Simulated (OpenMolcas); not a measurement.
## neutral rubidium: effect of the basis set

```yaml
Program: OpenMolcas 26.06
Method: CASSCF
Active_space: 1 electron in 9 orbitals (4d 5s 5p)
State_averaging: 2S+1 = 2 even, 1 root; 2S+1 = 2 odd, 3 roots
Spin-orbit_coupling: RASSI with atomic mean-field integrals over the reference wave functions, term energies averaged over their components
```

A. ANO-R2 [6s5p3d1f], X2C, finite nucleus; cost roughly 10 core-seconds
B. ANO-RCC-VTZP [7s6p3d1f], DKH2, point nucleus; cost about 5 core-seconds
C. ANO-RCC-VQZP [8s7p4d2f1g], DKH2, point nucleus; cost roughly 7 core-seconds
D. ANO-RCC [10s10p5d4f2g], DKH2, point nucleus; cost about 20 core-seconds

Energies in cm⁻¹ above 5s ²S_1/2, the measured ground level; measured values from NIST Handbook of Basic Atomic Spectroscopic Data.

```tsv
Level	A	B	C	D	Measured
5s ²S_1/2	0.0	0.0	0.0	0.0	0.0
5p ²P°_1/2	20766	10737	10738	10738	12579
5p ²P°_3/2	21230	10874	10873	10873	12817
```

Deviations, from unrounded energies. A percentage is the sum of absolute deviations over the sum of measured energies, with the sign that they share, or ± where signs differ.

```json
{"Against measurement": "mean absolute deviation (cm-1)", "Levels": "2", "A": "8300", "B": "1900", "C": "1900", "D": "1900"}
{"Against measurement": "other configurations (%)", "Levels": "2", "A": "+65.4", "B": "-14.9", "C": "-14.9", "D": "-14.9"}
```

B, C, D lie about equally close to measurement and A furthest from it. The largest miss of C in the table is 5p ²P°_3/2, by -1900 cm-1. The ranking rests on the paired levels alone, and a cruder setting can come out closer through cancelling errors.

Among A to D the level of the table that moves most is 5p ²P°_3/2, by 10000 cm-1 (lowest in C, highest in A).

ANO sets are built for ground and valence states and can reach diffuse excited orbitals poorly. With one active electron the reference holds no correlation, so core polarisation is missing. No level of 4d was computed, though it lies in the active space. The ANO-R sets hold no well-fitted valence p shell for this element, so s → p excitations can come out far too high (holds for A). Measured partners are found by configuration, term and J. A level has none where our copy of the source lacks it or the pairing is in doubt (some pairs that miss far off the trend of their configuration count as doubtful), and it then counts in no deviation. Levels of configurations outside the active space are missing.

° marks odd parity.
